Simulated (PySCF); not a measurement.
CH2FNO2Si, SMILES N#CO[Si@@H](O)F. Atoms are numbered in the order given.

```xyz
8

N      2.6448     1.2905     0.3456
C      1.6228     0.7721     0.5407
O      0.4971     0.2041     0.7961
Si    -0.5338    -0.6217    -0.2767
O     -1.8515    -1.0457     0.5753
F     -0.8550     0.4405    -1.4429
H      0.1250    -1.8080    -0.8235
H     -2.3731    -0.3865     1.0497
```

The structure is a stationary point at B3LYP-D3(BJ)/def2-SVP. The structure was generated by enumeration; whether it is a known compound was not checked. The values are those of a single conformer.

All values below come from TDDFT-PBE0/def2-SVPD in PySCF 2.14.0.

Vertical excitations. Gas-phase values at a fixed geometry.

Computed lowest excited states:
| state | energy (eV) | λ (nm) | f | main pairs |
|---|---|---|---|---|
| S1 | 7.46 | 166 | 0.005 | HOMO→LUMO+1 49 %, HOMO→LUMO 49 % |
| S2 | 7.69 | 161 | 0.003 | HOMO−1→LUMO 49 %, HOMO−1→LUMO+1 46 % |
| S3 | 7.77 | 160 | 0.004 | HOMO→LUMO 30 %, HOMO→LUMO+1 27 %, HOMO→LUMO+4 14 %, HOMO→LUMO+2 11 % |
| S4 | 7.88 | 157 | 0.009 | HOMO→LUMO+1 22 %, HOMO→LUMO 18 %, HOMO→LUMO+4 18 %, HOMO→LUMO+3 12 % |
| S5 | 8.06 | 154 | 0.009 | HOMO−1→LUMO+1 50 %, HOMO−1→LUMO 47 % |
| S6 | 8.21 | 151 | 0.003 | HOMO→LUMO+2 20 %, HOMO→LUMO+5 20 %, HOMO→LUMO+4 17 %, HOMO−1→LUMO+2 13 % |
| S7 | 8.24 | 151 | 0.012 | HOMO−1→LUMO+2 42 %, HOMO−1→LUMO+5 27 %, HOMO→LUMO+2 22 % |
| S8 | 8.62 | 144 | 0.017 | HOMO→LUMO+2 29 %, HOMO→LUMO+3 21 %, HOMO→LUMO+5 15 %, HOMO−1→LUMO+4 13 % |
| S9 | 8.85 | 140 | 0.004 | HOMO−1→LUMO+2 34 %, HOMO−1→LUMO+5 30 %, HOMO−1→LUMO+3 22 %, HOMO−1→LUMO+6 5 % |
| S10 | 9.01 | 138 | 0.038 | HOMO−3→LUMO 60 %, HOMO−2→LUMO 28 % |
| T1 | 6.54 | 190 | 0 | HOMO−1→LUMO+4 27 %, HOMO→LUMO+5 26 %, HOMO−1→LUMO+3 12 %, HOMO→LUMO+2 7 % |
| T2 | 7.07 | 175 | 0 | HOMO→LUMO+4 21 %, HOMO−1→LUMO+5 16 %, HOMO→LUMO+3 14 %, HOMO→LUMO+2 10 % |
| T3 | 7.10 | 175 | 0 | HOMO→LUMO+1 34 %, HOMO→LUMO 26 %, HOMO→LUMO+4 13 % |
| T4 | 7.13 | 174 | 0 | HOMO→LUMO+5 29 %, HOMO→LUMO+1 19 %, HOMO−1→LUMO+4 12 %, HOMO−1→LUMO+3 7 % |
Triplets are in the Tamm–Dancoff approximation, which puts them higher than full response would, so one can lie above its singlet here.
